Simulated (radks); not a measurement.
Trend from La to Lu: ionisation energy by Delta-SCF between NIST ground configurations, and size. Method: scalar-relativistic Kohn-Sham, PBEsol, spin-polarised, spherical densities, finite nucleus; open shells are filled with parallel spins first (spin-orbit coupling, left out, can overturn this in heavy ions); Fermi nuclear charge, rms radius of each element as measured or else 0.836 A^(1/3) + 0.57 fm; computed with a radial shooting solver on a logarithmic mesh with Libxc functionals.

| species | configuration | configuration of the ion | IE (eV) | NIST (eV) | kind | outermost | <r> outermost (bohr) | r at 0.001 e/bohr^3 (bohr) |
|---|---|---|---|---|---|---|---|---|
| La | [Xe] 5d1 6s2 | [Xe] 5d2 | 5.581 | 5.577 | exp. | 6s | 4.46 | 5.48 |
| Ce | [Xe] 4f1 5d1 6s2 | [Xe] 4f1 5d2 | 5.707 | 5.539 | exp. | 6s | 4.40 | 5.43 |
| Pr | [Xe] 4f3 6s2 | [Xe] 4f3 6s1 | 5.398 | 5.470 | semi-emp. | 6s | 4.54 | 5.39 |
| Nd | [Xe] 4f4 6s2 | [Xe] 4f4 6s1 | 5.445 | 5.525 | exp. | 6s | 4.49 | 5.36 |
| Pm | [Xe] 4f5 6s2 | [Xe] 4f5 6s1 | 5.492 | 5.582 | exp. | 6s | 4.44 | 5.32 |
| Sm | [Xe] 4f6 6s2 | [Xe] 4f6 6s1 | 5.538 | 5.644 | exp. | 6s | 4.40 | 5.29 |
| Eu | [Xe] 4f7 6s2 | [Xe] 4f7 6s1 | 5.586 | 5.670 | exp. | 6s | 4.35 | 5.26 |
| Gd | [Xe] 4f7 5d1 6s2 | [Xe] 4f7 5d1 6s1 | 5.966 | 6.150 | exp. | 6s | 4.11 | 5.23 |
| Tb | [Xe] 4f9 6s2 | [Xe] 4f9 6s1 | 5.838 | 5.864 | exp. | 6s | 4.19 | 5.19 |
| Dy | [Xe] 4f10 6s2 | [Xe] 4f10 6s1 | 5.939 | 5.939 | exp. | 6s | 4.13 | 5.16 |
| Ho | [Xe] 4f11 6s2 | [Xe] 4f11 6s1 | 6.033 | 6.022 | exp. | 6s | 4.07 | 5.13 |
| Er | [Xe] 4f12 6s2 | [Xe] 4f12 6s1 | 6.124 | 6.108 | exp. | 6s | 4.01 | 5.10 |
| Tm | [Xe] 4f13 6s2 | [Xe] 4f13 6s1 | 6.213 | 6.184 | exp. | 6s | 3.96 | 5.07 |
| Yb | [Xe] 4f14 6s2 | [Xe] 4f14 6s1 | 6.301 | 6.254 | exp. | 6s | 3.91 | 5.05 |
| Lu | [Xe] 4f14 5d1 6s2 | [Xe] 4f14 6s2 | 5.422 | 5.426 | exp. | 6s | 3.67 | 5.05 |

Reference values: NIST Atomic Spectra Database (exp. = measured, semi-emp. = semi-empirical, theory = theoretical value adopted there). Open shells are spherical and high-spin; term and fine-structure splittings are not resolved. Spin-orbit splitting is averaged out at the scalar-relativistic level.
